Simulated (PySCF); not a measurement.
# Computed properties of B(Cl)(F)(NHMe) (CH₄BClFN), SMILES CNB(F)Cl

CH₄BClFN, SMILES FB(NC)Cl. Geometry: r2SCAN-D4/def2-SVP. This is a generated structure with no PubChem entry under its InChIKey; it may be hypothetical. The values are those of a single conformer. All values are computed for the isolated molecule unless a solvent is named; none is compared with measurement here.

**Structure.** The optimised structure has Cs symmetry. All 21 harmonic modes at r2SCAN-D4/def2-SVP (PySCF) are real, so it is a minimum. With heavy atoms numbered as in [B:1]([Cl:2])([F:3])[NH:4][CH3:5], the shortest bond between them is B1–F3 at 1.333 Å and the longest B1–Cl2 at 1.777 Å.

**Vibrations.** The strongest infrared lines (harmonic, unscaled, degenerate partners summed) lie at 1578 cm⁻¹ (318 km/mol, N 38 %, B 32 %, H 27 %), 1201 cm⁻¹ (238 km/mol, H 31 %, B 27 %, N 18 %, C 17 %), 1381 cm⁻¹ (129 km/mol, H 49 %, B 37 %, F 8 %). The softest mode is at 143 cm⁻¹ and the zero-point energy is 39.9 kcal/mol.

**Electronic structure.** r2SCAN/def2-TZVP (PySCF) places the frontier levels at -6.77 and 0.37 eV, a gap of 7.14 eV, and gives a dipole moment of 2.95 D and a mean polarisability of 46.6 bohr³. PBE/def2-TZVP (PySCF) at the same geometry gives -6.49 and -0.03 eV, so its gap is 0.68 eV narrower. An orbital gap is neither the optical nor the fundamental gap.

**Excitations.** TDDFT-ωB97X/def2-SVPD (PySCF) has S1 at 7.42 eV (167 nm, f = 0.000, dark); the most intense of the 8 singlets computed lies at 8.33 eV (f = 0.36). T1 (TDA) is at 6.75 eV. TDDFT-PBE/def2-SVPD (PySCF) puts S1 at 6.17 eV. No vertical singlet excitation falls in the visible range (under 3.1 eV).

**NMR.** GIAO shifts at PBE0/pcSseg-1 (PySCF) (non-relativistic, atoms alike by connectivity averaged): ¹³C at 31.4 ppm against TMS; ¹H at 3.1 ppm against TMS; ¹⁹F at -113.8 ppm against CFCl3; ¹¹B at 14.0 ppm against BF3. Without spin–orbit terms, shifts of atoms bonded to Cl or Br come out too high.
